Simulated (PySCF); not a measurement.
# Exercise with solution: entropy of an ideal gas

TiH₄, SMILES [TiH4], multiplicity 1.

Coordinates come from a PBE-D3(BJ)/def2-TZVPD optimisation. The multiplicity is an assumed one; other spin states were not compared.

PBE-D3(BJ)/def2-TZVPD run with PySCF gives the harmonic wavenumbers 516, 516, 516, 576, 576, 1682, 1682, 1682, 1726 cm⁻¹ and the rotational temperatures 3.0858, 3.0858, 3.0858 K. The molar mass is 51.90 g/mol, the symmetry number 12, the spin multiplicity 1.

Work out the entropy at 298.15 K and 1 atm in the rigid-rotor, harmonic-oscillator model.


Translation (Sackur–Tetrode at 1 atm): S = R[1.5 ln M + 2.5 ln T − 1.16487] = 158.0 J/(mol K).
Rotation: q = (√π/σ) T^1.5/√(θA θB θC) = 140, S = R[ln q + 3/2] = 53.6 J/(mol K).
Vibration: with u = 1.4388 ν/T, each mode gives R[u/(e^u − 1) − ln(1 − e^−u)]:
```json
[
 {"ν (cm⁻¹)": "516", "modes": "3", "u": "2.49", "S (J/(mol K))": "7.77"},
 {"ν (cm⁻¹)": "576", "modes": "2", "u": "2.78", "S (J/(mol K))": "4.12"},
 {"ν (cm⁻¹)": "1682", "modes": "3", "u": "8.12", "S (J/(mol K))": "0.07"},
 {"ν (cm⁻¹)": "1726", "modes": "1", "u": "8.33", "S (J/(mol K))": "0.02"}
]
```
These are all the modes. Sum 12.0 J/(mol K).
Spin: R ln 1 = 0.0 J/(mol K).
Total 223.6 J/(mol K); the program's own thermochemistry gives 223.6. Translation makes up 71 % and vibration 5 %. Anharmonicity, hindered rotation and orbital degeneracy are left out.
